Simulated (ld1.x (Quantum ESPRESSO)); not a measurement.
vanadium, PAW: configuration errors across variants

ld1.x (Quantum ESPRESSO) 7.5 input, shortened:

```
&input
   title='V', zed=23., rel=1, dft='PZ', iswitch=3,
   config='[Ar] 3d3 4s1.5 4p0'
 /
 &inputp
   pseudotype=3, lpaw=.true., tm=.true., lloc=-1, rcloc=1.80,
   nlcc=.true., rcore=1.65,
   which_augfun='PSQ', rmatch_augfun_nc=.true.
 /
6
3S  1  0   2.00   0.00  1.25  1.70  0.0
4S  2  0   1.50   0.00  1.25  1.70  0.0
3P  2  1   6.00   0.00  1.40  1.85  0.0
4P  3  1   0.00   0.00  1.40  1.85  0.0
3D  3  2   3.00   0.00  1.70  1.85  0.0
3D  3  2   0.00  -0.20  1.70  1.85  0.0
 &test
   configts(1)='3s2 3p6 3d3 4s1.5 4p0'
 /
```

All-electron excitation energies from the reference (eV): (1) 3s2 3p6 3d3 4s2 4p0 -3.180; (2) 3s2 3p6 3d3 4s1 4p0 4.761; (3) 3s2 3p6 3d3 4s0 4p0 19.306.

The overlap operator is not positive definite (basis up to 400 Ry) in “base”, “local potential all-electron potential smoothed inside 0.72 bohr (lloc = -1)”, “local potential all-electron potential smoothed inside 1.08 bohr (lloc = -1)”, “local potential all-electron potential smoothed inside 1.32 bohr (lloc = -1)”, “local potential all-electron potential smoothed inside 1.64 bohr (lloc = -1)”. Such files are unfit for use, however small their errors in these radial tests.

Errors AE − PS in meV (a dash: test not solved or not reliable):

| change | (1) | (2) | (3) | bound ghosts |
| --- | --- | --- | --- | --- |
| base | -0.4 | -1.6 | -14 | not determined (overlap not positive) |
| local potential all-electron potential smoothed inside 0.72 bohr (lloc = -1) | – | – | – | not determined (overlap not positive) |
| local potential all-electron potential smoothed inside 1.08 bohr (lloc = -1) | +0.3 | -0.2 | +2.9 | not determined (overlap not positive) |
| local potential all-electron potential smoothed inside 1.32 bohr (lloc = -1) | +0.2 | -0.6 | -9.1 | not determined (overlap not positive) |
| local potential all-electron potential smoothed inside 1.64 bohr (lloc = -1) | +0.4 | -0.1 | +3.0 | not determined (overlap not positive) |
| local potential all-electron potential smoothed inside 2.14 bohr (lloc = -1) | +0.4 | -0.2 | +2.5 | none |

Task: Give the same row for: local potential all-electron potential smoothed inside 1.90 bohr (lloc = -1).

Result: +0.5, +0.1, +6.6; bound ghosts: none.
